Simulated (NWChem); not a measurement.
System: VNH₂OF₂; SMILES [O]=[V]([NH2])([F])[F]

Here is an NWChem input.

```
start job
memory heap 200 mb stack 900 mb global 1100 mb
geometry units angstroms noautoz
  V     -0.030471    -0.000028     0.082187
  O      0.527862    -0.000845     1.514243
  F     -0.978559    -1.404389    -0.214593
  F     -0.975512     1.406441    -0.214296
  N      1.419784    -0.001481    -0.965362
  H      2.385365    -0.002844    -0.649640
  H      1.339462    -0.001060    -1.981247
end
basis spherical
  V library def2-svp
  O library def2-svp
  F library def2-svp
  N library def2-svp
  H library def2-svp
end
dft
  xc b3lyp
  iterations 150
  mulliken
end
task dft energy
```

Parts of the log:

```
             Northwest Computational Chemistry Package (NWChem) 7.3.0
             --------------------------------------------------------

 CS  symmetry detected

                             Geometry "geometry" -> ""
                             -------------------------

 Output coordinates in angstroms (scale by  1.889725989 to convert to a.u.)

  No.       Tag          Charge          X              Y              Z
 ---- ---------------- ---------- -------------- -------------- --------------
    1 V                   23.0000     0.06565273     0.03204594     0.00000000
    2 O                    8.0000     1.55645954    -0.34214097     0.00000000
    3 F                    9.0000    -0.34743301     0.93389728    -1.40541578
    4 F                    9.0000    -0.34743301     0.93389728     1.40541578
    5 N                    7.0000    -0.79159710    -1.53821616     0.00000000
    6 H                    1.0000    -0.35718508    -2.45653805     0.00000000
    7 H                    1.0000    -1.80953029    -1.58602862     0.00000000

 Effective nuclear repulsion energy (a.u.)     341.8634134986

      Symmetry information
      --------------------

 Group name             Cs
 Group number              2
 Group order               2
 No. of unique centers     6

                                 NWChem DFT Module
                                 -----------------

 Summary of "ao basis" -> "ao basis" (spherical)
 ------------------------------------------------------------------------------
       Tag                 Description            Shells   Functions and Types
 ---------------- ------------------------------  ------  ---------------------
 V                          def2-svp                11       31   5s3p2d1f
 O                          def2-svp                 6       14   3s2p1d
 F                          def2-svp                 6       14   3s2p1d
 N                          def2-svp                 6       14   3s2p1d
 H                          def2-svp                 3        5   2s1p

      Symmetry analysis of basis
      --------------------------

        a'         63
        a"         34

            General Information
            -------------------
          SCF calculation type: DFT
          Wavefunction type:  closed shell.
          No. of atoms     :     7
          No. of electrons :    58
           Alpha electrons :    29
            Beta electrons :    29
          Charge           :     0
          Spin multiplicity:     1
          Use of symmetry is: on ; symmetry adaption is: on
          Maximum number of iterations: 150
          AO basis - number of functions:    97
                     number of shells:    41
          Convergence on energy requested:  1.00D-06
          Convergence on density requested:  1.00D-05
          Convergence on gradient requested:  5.00D-04

              XC Information
              --------------
                         B3LYP Method XC Potential
                     Hartree-Fock (Exact) Exchange  0.200
                        Slater Exchange Functional  0.800 local
                    Becke 1988 Exchange Functional  0.720 non-local
              Lee-Yang-Parr Correlation Functional  0.810
                  VWN I RPA Correlation Functional  0.190 local

             Grid Information
             ----------------
          Grid used for XC integration:  medium
          Radial quadrature: Mura-Knowles
          Angular quadrature: Lebedev.
          Tag              B.-S. Rad. Rad. Pts. Rad. Cut. Ang. Pts.
          ---              ---------- --------- --------- ---------
          V                   1.35      112          10.0       590
          O                   0.60       49          10.0       434
          F                   0.50       49          10.0       434
          N                   0.65       49           8.0       434
          H                   0.35       45          11.0       434
          Grid pruning is: on
          Number of quadrature shells:   349
          Spatial weights used:  Erf1

      Superposition of Atomic Density Guess
      -------------------------------------

 Sum of atomic energies:       -1271.20128738

      Non-variational initial energy
      ------------------------------

 Total energy =   -1271.380288
 1-e energy   =   -2429.765359
 2-e energy   =     816.521657
 HOMO         =      -0.383631
 LUMO         =      -0.018831

      Symmetry analysis of molecular orbitals - initial
      -------------------------------------------------

  Numbering of irreducible representations:

     1 a'          2 a"

  Orbital symmetries:

     1 a'          2 a'          3 a"          4 a'          5 a'
     6 a'          7 a'          8 a"          9 a'         10 a'
    11 a'         12 a"         13 a'         14 a'         15 a"
    16 a'         17 a'         18 a'         19 a"         20 a'
    21 a'         22 a"         23 a'         24 a"         25 a'
    26 a"         27 a'         28 a'         29 a"         30 a'
    31 a'         32 a"         33 a'         34 a"         35 a'
    36 a'         37 a'         38 a'         39 a"

     ---------------------------------------------
      Total Density - Mulliken Population Analysis
     ---------------------------------------------

    Atom       Charge   Shell Charges
 -----------   ------   -------------------------------------------------------
    1 V   23    19.82   2.00  2.00  2.00  0.17  0.02  6.00  6.01  0.26  0.69  0.63  0.04
    2 O    8     9.26   1.99  1.17  0.76  3.32  2.02  0.01
    3 F    9     9.73   1.99  1.16  0.81  3.59  2.18  0.00
    4 F    9     9.73   1.99  1.16  0.81  3.59  2.18  0.00
    5 N    7     7.98   1.99  1.05  0.49  2.69  1.76  0.00
    6 H    1     0.74   0.58  0.12  0.04
    7 H    1     0.74   0.58  0.12  0.04

[...]
```

Level: B3LYP/def2-SVP. Structure relaxed at the PBE0/def2-SVP level. B3LYP is NWChem's, with the RPA form of VWN correlation.
